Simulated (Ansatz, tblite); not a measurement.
Forces on the cluster CaO2⁻ at its PBE0-D4/def2-TZVPD geometry. The state is a doublet with charge -1.

The xTB rows come from tblite. The structure holds 1 bond(s) between oxygen atoms. At PBE-D4/def2-TZVPD the highest occupied level of the charge -1 doublet lies above zero (up to 1.23 eV). It is a level of β spin, whose loss leaves a triplet; that state wasn't run at this geometry and level. The electron is either unbound and held by the finite basis, or the level is raised by self-interaction error. Another isomer (doublet) lies 0.18 eV lower at PBE0-D4/def2-TZVPD; other spin states weren't run for this one.

GFN1-xTB (tblite), largest force 0.13 eV/Å:

```xyz
3
positions Å, forces eV/Å
Ca   -0.038   -0.770   -0.999   -0.003   -0.070   -0.090
O    -0.715    0.301    0.592   -0.112    0.022    0.060
O     0.753    0.470    0.407    0.115    0.048    0.031
```

GFN2-xTB (tblite), largest force 1.28 eV/Å:

```
Ca 0.038 0.782 1.015
O 0.443 -0.338 -0.566
O -0.481 -0.444 -0.449
```

PBE-D4/def2-TZVPD (Ansatz), largest force 0.66 eV/Å:

```
Ca -0.009 -0.193 -0.251
O -0.625 0.024 0.205
O 0.635 0.169 0.046
```
